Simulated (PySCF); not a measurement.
C4H10O2, charge +1, doublet, geometry from GFN2-xTB (a state made from the parent by changing its charge; the spin is typed, not shown lowest); CASSCF(7,6)/STO-3G run with PySCF.

Here is a job for PySCF.
```python
from pyscf import gto, scf, mcscf
import numpy

mol = gto.Mole()
mol.atom = '''
    C     1.94069579    0.91334094    0.49750253
    O     0.89471360    0.79460299   -0.43162069
    C     0.64119583   -0.44509277   -0.96257063
    C    -0.38257646   -1.26136668   -0.05067015
    O    -1.59341665   -0.63118841   -0.04131195
    C    -1.71761824    0.50916164    0.73654296
    H     1.85612709    0.18810701    1.31561687
    H     1.90770603    1.92889248    0.88948362
    H     2.90769810    0.74618950    0.00775439
    H     1.53652385   -1.07004865   -1.05066465
    H     0.15566943   -0.29927357   -1.93174509
    H    -0.51468831   -2.24564470   -0.50540388
    H     0.07276308   -1.33845415    0.94736665
    H    -2.74555703    0.85999369    0.64672820
    H    -1.44852698    0.33697027    1.78682067
    H    -1.02827228    1.28969285    0.35267599
'''
mol.basis = 'sto-3g'
mol.charge = 1
mol.spin = 1
mol.verbose = 4
mol.build()

mf = scf.ROHF(mol)
mf.kernel()
mc = mcscf.CASSCF(mf, 6, 7)
mc.fix_spin_(ss=0.75)
mc.kernel()
occ = numpy.linalg.eigvalsh(mc.fcisolver.make_rdm1(mc.ci, mc.ncas, mc.nelecas))[::-1]
ss = mc.fcisolver.spin_square(mc.ci, mc.ncas, mc.nelecas)[0]
print('natural occupations', occ.round(4), ' <S^2>', round(ss, 4))
```

Question: Write the output that PySCF gives for this input, abridged.

Answer: 
```
PySCF version 2.14.0

[INPUT] verbose = 4
[INPUT] num. atoms = 16
[INPUT] num. electrons = 49
[INPUT] charge = 1
[INPUT] spin (= nelec alpha-beta = 2S) = 1
[INPUT] symmetry False subgroup None
[INPUT] Mole.unit = angstrom
[INPUT] Symbol           X                Y                Z      unit          X                Y                Z       unit  Magmom
[...]
nuclear repulsion = 268.609179291518
number of shells = 28
number of NR pGTOs = 120
number of NR cGTOs = 40
basis = sto-3g
ecp = {}

******** <class 'pyscf.scf.rohf.ROHF'> ********
method = ROHF
initial guess = minao
damping factor = 0
level_shift factor = 0
DIIS = <class 'pyscf.scf.diis.CDIIS'>
diis_start_cycle = 1
diis_space = 8
diis_damp = 0
SCF conv_tol = 1e-09
SCF conv_tol_grad = None
SCF max_cycles = 50
direct_scf = True
direct_scf_tol = 1e-13
num. doubly occ = 24  num. singly occ = 1
Set gradient conv threshold to 3.16228e-05
init E= -304.231622038315
[...]
cycle= 1 E= -302.740558724912  delta_E= 1.49  |g|= 0.549  |ddm|= 3.31
[...]
cycle= 2 E= -302.843147846007  delta_E= -0.103  |g|= 0.267  |ddm|= 0.697
[...]
cycle= 3 E= -302.862857498476  delta_E= -0.0197  |g|= 0.0346  |ddm|= 0.227
[...]
cycle= 4 E= -302.864279679563  delta_E= -0.00142  |g|= 0.0273  |ddm|= 0.083
[...]
cycle= 5 E= -302.864710553961  delta_E= -0.000431  |g|= 0.0212  |ddm|= 0.0267
[...]
cycle= 6 E= -302.866204895534  delta_E= -0.00149  |g|= 0.0359  |ddm|= 0.0993
[...]
cycle= 7 E= -302.864066765614  delta_E= 0.00214  |g|= 0.024  |ddm|= 0.147
[...]
cycle= 8 E= -302.863362891637  delta_E= 0.000704  |g|= 0.0121  |ddm|= 0.135
[...]
cycle= 9 E= -302.863421013819  delta_E= -5.81e-05  |g|= 0.00505  |ddm|= 0.0175
[...]
cycle= 10 E= -302.86344329097  delta_E= -2.23e-05  |g|= 0.000722  |ddm|= 0.0127
[...]
cycle= 11 E= -302.863443546855  delta_E= -2.56e-07  |g|= 0.000312  |ddm|= 0.00242
[...]
cycle= 12 E= -302.863443649242  delta_E= -1.02e-07  |g|= 0.000155  |ddm|= 0.00126
[...]
cycle= 13 E= -302.863443679917  delta_E= -3.07e-08  |g|= 5.84e-05  |ddm|= 0.000656
[...]
cycle= 14 E= -302.863443682912  delta_E= -3e-09  |g|= 3.03e-05  |ddm|= 0.000277
[...]
cycle= 15 E= -302.863443683335  delta_E= -4.23e-10  |g|= 3.36e-06  |ddm|= 0.000128
[...]
Extra cycle  E= -302.863443683355  delta_E= -2.02e-11  |g|= 1.93e-06  |ddm|= 9.02e-06
converged SCF energy = -302.863443683355

******** <class 'pyscf.mcscf.mc1step.CASSCF'> ********
CAS (4e+3e, 6o), ncore = 21, nvir = 13
max_cycle_macro = 50
max_cycle_micro = 4
conv_tol = 1e-07
conv_tol_grad = None
orbital rotation max_stepsize = 0.02
orbital rotation threshold for CI restart = 0.01
augmented hessian ah_max_cycle = 30
augmented hessian ah_conv_tol = 1e-12
augmented hessian ah_linear dependence = 1e-14
augmented hessian ah_level shift = 1e-08
augmented hessian ah_start_tol = 2.5
augmented hessian ah_start_cycle = 3
augmented hessian ah_grad_trust_region = 3
kf_trust_region = 3
kf_interval = 4
ci_response_space = 4
ci_grad_trust_region = 3
with_dep4 0
natorb = False
canonicalization = True
sorting_mo_energy = False
ao2mo_level = 2
internal_rotation = False
******** <class 'pyscf.fci.addons.SpinPenaltyFCISolver'> ********
max. cycles = 50
conv_tol = 1e-08
davidson only = True
linear dependence = 1e-12
level shift = 0.001
max iter space = 12
nroots = 1
pspace_size = 400
spin = None
CASCI E = -302.868185175301  S^2 = 0.7500000
Set conv_tol_grad to 0.000316228
macro iter   1 ( 21 JK    4 micro), CASSCF E = -302.881708346070  dE = -1.35231708e-02  S^2 = 0.7500000
               |grad[o]|=0.0144  |grad[c]|=0.091  |ddm|=0.0469  |maxRot[o]|=0.311
macro iter   2 ( 21 JK    4 micro), CASSCF E = -302.898835703681  dE = -1.71273576e-02  S^2 = 0.7500000
               |grad[o]|=0.0199  |grad[c]|=0.133  |ddm|=0.0976  |maxRot[o]|= 0.25
macro iter   3 ( 21 JK    4 micro), CASSCF E = -302.909294678086  dE = -1.04589744e-02  S^2 = 0.7500000
               |grad[o]|=0.0221  |grad[c]|=0.0953  |ddm|=0.057  |maxRot[o]|=0.217
macro iter   4 ( 21 JK    4 micro), CASSCF E = -302.913965310122  dE = -4.67063204e-03  S^2 = 0.7500000
               |grad[o]|=0.0296  |grad[c]|=0.0943  |ddm|=0.0565  |maxRot[o]|=0.124
macro iter   5 ( 21 JK    4 micro), CASSCF E = -302.916397598721  dE = -2.43228860e-03  S^2 = 0.7500000
               |grad[o]|=0.0233  |grad[c]|=0.0484  |ddm|=0.0938  |maxRot[o]|=0.0955
macro iter   6 ( 21 JK    4 micro), CASSCF E = -302.917745224473  dE = -1.34762575e-03  S^2 = 0.7500000
               |grad[o]|=0.0336  |grad[c]|=0.0317  |ddm|=0.0829  |maxRot[o]|=0.062
macro iter   7 ( 21 JK    4 micro), CASSCF E = -302.919148176787  dE = -1.40295231e-03  S^2 = 0.7500000
               |grad[o]|=0.0291  |grad[c]|=0.0294  |ddm|=0.0731  |maxRot[o]|=0.0405
macro iter   8 ( 21 JK    4 micro), CASSCF E = -302.919591226752  dE = -4.43049965e-04  S^2 = 0.7500000
               |grad[o]|=0.0258  |grad[c]|=0.0257  |ddm|=0.0439  |maxRot[o]|=0.00905
macro iter   9 ( 17 JK    4 micro), CASSCF E = -302.922109789979  dE = -2.51856323e-03  S^2 = 0.7500000
               |grad[o]|=0.0182  |grad[c]|=0.0245  |ddm|=0.0179  |maxRot[o]|=0.0724
macro iter  10 ( 21 JK    4 micro), CASSCF E = -302.921376736980  dE =  7.33052999e-04  S^2 = 0.7500000
               |grad[o]|=0.012  |grad[c]|=0.0127  |ddm|=0.0183  |maxRot[o]|=0.0483
macro iter  11 ( 21 JK    4 micro), CASSCF E = -302.922882556123  dE = -1.50581914e-03  S^2 = 0.7500000
               |grad[o]|=0.00819  |grad[c]|=0.00532  |ddm|=0.00442  |maxRot[o]|=0.0864
macro iter  12 ( 21 JK    4 micro), CASSCF E = -302.922819033324  dE =  6.35227988e-05  S^2 = 0.7500000
               |grad[o]|=0.00666  |grad[c]|=0.00746  |ddm|=0.00443  |maxRot[o]|=0.0199
macro iter  13 ( 21 JK    4 micro), CASSCF E = -302.923278383372  dE = -4.59350048e-04  S^2 = 0.7500000
               |grad[o]|=0.00578  |grad[c]|=0.00273  |ddm|=0.00154  |maxRot[o]|=0.0331
macro iter  14 ( 21 JK    4 micro), CASSCF E = -302.923215705225  dE =  6.26781476e-05  S^2 = 0.7500000
[...]
               |grad[o]|=0.00262  |grad[c]|=0.00154  |ddm|=0.00293  |maxRot[o]|=0.049
macro iter  22 ( 17 JK    4 micro), CASSCF E = -302.924740138051  dE =  4.57375885e-04  S^2 = 0.7500000
               |grad[o]|=0.0028  |grad[c]|=0.0116  |ddm|=0.0214  |maxRot[o]|=0.0775
macro iter  23 ( 21 JK    4 micro), CASSCF E = -302.924893184299  dE = -1.53046248e-04  S^2 = 0.7500000
               |grad[o]|=0.00335  |grad[c]|=0.0038  |ddm|=0.00322  |maxRot[o]|=0.0329
macro iter  24 (  7 JK    2 micro), CASSCF E = -302.925115119564  dE = -2.21935265e-04  S^2 = 0.7500000
               |grad[o]|=0.0024  |grad[c]|=0.00304  |ddm|=0.00175  |maxRot[o]|=0.0349
macro iter  25 (  7 JK    2 micro), CASSCF E = -302.925246998709  dE = -1.31879144e-04  S^2 = 0.7500000
               |grad[o]|=0.0017  |grad[c]|=0.000736  |ddm|=0.00175  |maxRot[o]|=0.0439
macro iter  26 ( 21 JK    4 micro), CASSCF E = -302.924387135508  dE =  8.59863201e-04  S^2 = 0.7500000
               |grad[o]|=0.00201  |grad[c]|=0.00575  |ddm|=0.00587  |maxRot[o]|=0.116
macro iter  27 ( 20 JK    4 micro), CASSCF E = -302.924807720625  dE = -4.20585118e-04  S^2 = 0.7500000
               |grad[o]|=0.00465  |grad[c]|=0.00174  |ddm|=0.00476  |maxRot[o]|=0.0314
macro iter  28 (  7 JK    2 micro), CASSCF E = -302.925071576977  dE = -2.63856352e-04  S^2 = 0.7500000
               |grad[o]|=0.00232  |grad[c]|=0.00092  |ddm|=0.00245  |maxRot[o]|=0.0354
macro iter  29 (  6 JK    2 micro), CASSCF E = -302.925222421922  dE = -1.50844944e-04  S^2 = 0.7500000
               |grad[o]|=0.00186  |grad[c]|=0.00144  |ddm|=0.00171  |maxRot[o]|=0.0355
macro iter  30 ( 17 JK    4 micro), CASSCF E = -302.924652003204  dE =  5.70418717e-04  S^2 = 0.7500000
               |grad[o]|=0.00189  |grad[c]|=0.0141  |ddm|=0.0369  |maxRot[o]|=0.0999
macro iter  31 ( 21 JK    4 micro), CASSCF E = -302.924928534430  dE = -2.76531225e-04  S^2 = 0.7500000
               |grad[o]|=0.00334  |grad[c]|=0.00341  |ddm|=0.0029  |maxRot[o]|=0.0365
macro iter  32 (  7 JK    2 micro), CASSCF E = -302.925124426637  dE = -1.95892207e-04  S^2 = 0.7500000
               |grad[o]|=0.00176  |grad[c]|=0.000988  |ddm|=0.00211  |maxRot[o]|=0.0352
macro iter  33 (  7 JK    2 micro), CASSCF E = -302.925263288245  dE = -1.38861608e-04  S^2 = 0.7500000
               |grad[o]|=0.00162  |grad[c]|=0.000758  |ddm|=0.00218  |maxRot[o]|=0.0402
macro iter  34 ( 17 JK    4 micro), CASSCF E = -302.924976340332  dE =  2.86947912e-04  S^2 = 0.7500000
               |grad[o]|=0.00193  |grad[c]|=0.00781  |ddm|=0.011  |maxRot[o]|=0.0699
macro iter  35 ( 21 JK    4 micro), CASSCF E = -302.925016383512  dE = -4.00431795e-05  S^2 = 0.7500000
               |grad[o]|=0.00234  |grad[c]|=0.00285  |ddm|=0.00154  |maxRot[o]|=0.00762
macro iter  36 (  7 JK    2 micro), CASSCF E = -302.925174927021  dE = -1.58543509e-04  S^2 = 0.7500000
               |grad[o]|=0.00169  |grad[c]|=0.000685  |ddm|=0.00103  |maxRot[o]|=0.0352
macro iter  37 (  7 JK    2 micro), CASSCF E = -302.925284734148  dE = -1.09807127e-04  S^2 = 0.7500000
               |grad[o]|=0.00122  |grad[c]|=0.000274  |ddm|=0.00151  |maxRot[o]|=0.0405
macro iter  38 ( 21 JK    4 micro), CASSCF E = -302.924647243114  dE =  6.37491034e-04  S^2 = 0.7500000
               |grad[o]|=0.0016  |grad[c]|=0.0023  |ddm|=0.000852  |maxRot[o]|=0.0926
macro iter  39 ( 21 JK    4 micro), CASSCF E = -302.924675204912  dE = -2.79617979e-05  S^2 = 0.7500000
               |grad[o]|=0.00345  |grad[c]|=0.0038  |ddm|=0.00337  |maxRot[o]|=0.00621
macro iter  40 (  7 JK    2 micro), CASSCF E = -302.925045447403  dE = -3.70242492e-04  S^2 = 0.7500000
               |grad[o]|=0.0027  |grad[c]|=0.00136  |ddm|=0.00461  |maxRot[o]|=0.0347
macro iter  41 (  7 JK    2 micro), CASSCF E = -302.925244142940  dE = -1.98695536e-04  S^2 = 0.7500000
               |grad[o]|=0.00163  |grad[c]|=0.000264  |ddm|=0.00405  |maxRot[o]|=0.042
macro iter  42 ( 17 JK    4 micro), CASSCF E = -302.924646131488  dE =  5.98011452e-04  S^2 = 0.7500000
               |grad[o]|=0.00182  |grad[c]|=0.0114  |ddm|=0.0253  |maxRot[o]|=0.104
macro iter  43 ( 20 JK    4 micro), CASSCF E = -302.924939371416  dE = -2.93239929e-04  S^2 = 0.7500000
               |grad[o]|=0.00424  |grad[c]|=0.00308  |ddm|=0.00291  |maxRot[o]|=0.0344
macro iter  44 (  7 JK    2 micro), CASSCF E = -302.925130490215  dE = -1.91118798e-04  S^2 = 0.7500000
               |grad[o]|=0.0018  |grad[c]|=0.000749  |ddm|=0.00127  |maxRot[o]|=0.0352
macro iter  45 (  7 JK    2 micro), CASSCF E = -302.925266947866  dE = -1.36457651e-04  S^2 = 0.7500000
               |grad[o]|=0.00146  |grad[c]|=0.000426  |ddm|=0.00187  |maxRot[o]|=0.044
macro iter  46 ( 16 JK    4 micro), CASSCF E = -302.924842885526  dE =  4.24062340e-04  S^2 = 0.7500000
               |grad[o]|=0.00175  |grad[c]|=0.0141  |ddm|=0.0358  |maxRot[o]|=0.0913
macro iter  47 ( 21 JK    4 micro), CASSCF E = -302.925039891255  dE = -1.97005730e-04  S^2 = 0.7500000
               |grad[o]|=0.0032  |grad[c]|=0.00323  |ddm|=0.00398  |maxRot[o]|=0.0311
macro iter  48 (  7 JK    2 micro), CASSCF E = -302.925196816579  dE = -1.56925324e-04  S^2 = 0.7500000
               |grad[o]|=0.00154  |grad[c]|=0.000934  |ddm|=0.00163  |maxRot[o]|=0.0352
macro iter  49 (  7 JK    2 micro), CASSCF E = -302.925290676093  dE = -9.38595137e-05  S^2 = 0.7500000
               |grad[o]|=0.00154  |grad[c]|=0.000396  |ddm|=0.00213  |maxRot[o]|=0.0343
macro iter  50 ( 21 JK    4 micro), CASSCF E = -302.925155596672  dE =  1.35079420e-04  S^2 = 0.7500000
               |grad[o]|=0.00168  |grad[c]|=0.00375  |ddm|=0.0051  |maxRot[o]|=0.0437
1-step CASSCF not converged,  50 macro (783 JK 166 micro) steps
CASSCF canonicalization
Density matrix diagonal elements [1.97302008 1.97214933 1.78140139 1.21867614 0.02822165 0.02653141]
CASSCF energy = -302.925155596672
CASCI E = -302.925155596672  E(CI) = -14.0392543197006  S^2 = 0.7500000
natural occupations [1.9901 1.9801 1.977  1.0095 0.0235 0.0198]  <S^2> 0.75
```

The run did not converge; its last values are not results.
